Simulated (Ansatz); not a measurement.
C$_{5}$H$_{15}$N$_{3}$OW (`C[N]=[W](=[O])([N](C)C)[N](C)C`) at its PBE0-D4/def2-TZVP geometry, where that method's forces vanish. Total charge 0; spin multiplicity 1. W: def2 effective core potential.

| atom | x (Å) | y (Å) | z (Å) |
| --- | --- | --- | --- |
| C1 | 0.585 | -0.146 | 3.338 |
| N2 | 0.362 | -0.059 | 1.938 |
| W3 | -0.392 | -0.553 | 0.424 |
| O4 | -1.506 | -1.864 | 0.551 |
| N5 | -1.337 | 1.016 | -0.261 |
| C6 | -2.339 | 0.861 | -1.292 |
| C7 | -1.150 | 2.391 | 0.134 |
| N8 | 1.065 | -1.075 | -0.773 |
| C9 | 2.464 | -0.752 | -0.638 |
| C10 | 0.782 | -1.859 | -1.955 |
| H11 | -0.008 | -0.937 | 3.809 |
| H12 | 0.335 | 0.804 | 3.824 |
| H13 | 1.644 | -0.345 | 3.543 |
| H14 | -2.499 | -0.193 | -1.530 |
| H15 | -3.302 | 1.276 | -0.964 |
| H16 | -2.046 | 1.380 | -2.215 |
| H17 | -0.419 | 2.460 | 0.939 |
| H18 | -2.096 | 2.829 | 0.482 |
| H19 | -0.795 | 3.001 | -0.709 |
| H20 | 3.075 | -1.666 | -0.621 |
| H21 | 2.813 | -0.140 | -1.481 |
| H22 | 2.641 | -0.200 | 0.283 |
| H23 | -0.273 | -2.136 | -2.000 |
| H24 | 1.030 | -1.305 | -2.870 |
| H25 | 1.368 | -2.788 | -1.955 |

Q: For each bond, give half the difference of the two atoms' forces along it (eV/Å; positive pushes the atoms apart) under PBE-D4, r2SCAN-D4, B3LYP-D4, ωB97M-V in def2-TZVPP. (Estimate.)

A: Computed: 
```csv
bond,length (Å),PBE-D4,r2SCAN-D4,B3LYP-D4,ωB97M-V
C1–H12,1.096,0.12,-0.02,-0.07,-0.15
W3–O4,1.725,0.67,0.30,0.28,-0.21
W3–N8,1.956,-0.13,-0.10,-0.01,-0.06
N5–C7,1.443,0.02,0.11,0.15,0.27
C6–H15,1.098,0.11,-0.03,-0.08,-0.12
C6–H16,1.099,0.10,-0.04,-0.08,-0.11
C7–H17,1.089,0.09,-0.05,-0.11,-0.09
C7–H18,1.099,0.11,-0.04,-0.07,-0.11
C7–H19,1.099,0.11,-0.04,-0.07,-0.12
N8–C9,1.443,0.02,0.11,0.15,0.27
N8–C10,1.447,0.04,0.13,0.16,0.25
C9–H20,1.099,0.11,-0.04,-0.07,-0.11
C9–H21,1.099,0.11,-0.04,-0.07,-0.12
C10–H24,1.099,0.10,-0.04,-0.08,-0.11
```

B3LYP here is the variant with VWN-RPA as its local correlation; programs differ in this.
